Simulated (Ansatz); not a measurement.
C$_{2}$H$_{8}$BClSi (`CB[SiH](C)Cl`), charge 0, multiplicity 1.

Q: Give a relaxed structure at PBE0-D4/def2-TZVP (Ansatz). (An estimate is asked.)

A: The calculation gave: 
Z-matrix (Å, degrees):
```
C
B 1 1.546
H 1 1.092 2 115.2
H 1 1.106 2 102.6 3 -114.1
H 1 1.091 2 115.5 3 131.5
Si 2 2.015 1 124.0 3 -154.7
H 2 1.203 1 119.4 3 29.1
Cl 6 2.081 2 110.5 1 1.9
C 6 1.870 2 112.8 1 122.9
H 6 1.491 2 110.2 1 -114.5
H 9 1.092 6 110.5 2 -179.7
H 9 1.092 6 111.0 2 -59.5
H 9 1.093 6 110.0 2 60.5
```
This is one stationary point; other conformers may exist.
